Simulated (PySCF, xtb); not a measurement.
NTi, SMILES [N]#[Ti] (connectivity only; charge and spin as stated), neutral, multiplicity 2.

Harmonic wavenumbers (cm⁻¹) from GFN2-xTB (xtb) at its own minimum, in rising order: 882.

Question: What does B3LYP-D3(BJ)/def2-TZVPD (PySCF) give at its own minimum? (An estimate is asked for; the answer gives what the named calculation found.)

Answer: 1146. Paired by order, the mean absolute difference is 264 cm⁻¹ and the zero-point energies are 1.3 and 1.6 kcal/mol.
